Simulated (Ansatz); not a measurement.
Molecule: SiBr₃ (charge -1, singlet). It need not be the lowest isomer of its formula. Whether it binds its extra electron was not tested at this geometry. 
Structure (B3LYP-D3(BJ)/def2-TZVP (Ansatz, a first-principles code) minimum search):
```xyz
4

Si     0.0169    -0.0350     1.0232
Br     2.0940    -0.2796    -0.1808
Br    -0.8031     1.9615    -0.0562
Br    -1.2977    -1.6679    -0.1722
```
Charge -1, spin multiplicity 1.

Basis-set convergence of Hartree-Fock and MP2 correlation energies (hartree) with Ansatz. Correlated levels leave the core frozen unless marked. No spin-orbit coupling. Frozen are the shells of the preceding noble gas and the d and f shells that filled before the atom's block. No relativistic terms. This anion needs diffuse functions, which these sets lack.

```csv
basis,functions,E(HF),"E(corr, MP2)"
def2-SVP,114,-8005.32894,-0.44459
def2-TZVPP,186,-8006.38309,-0.59898
def2-QZVPP,337,___,___
```

Question: What belongs in the gaps?

Answer: 
- def2-QZVPP, E(HF): -8006.54052
- def2-QZVPP, E(corr, MP2): -0.66445
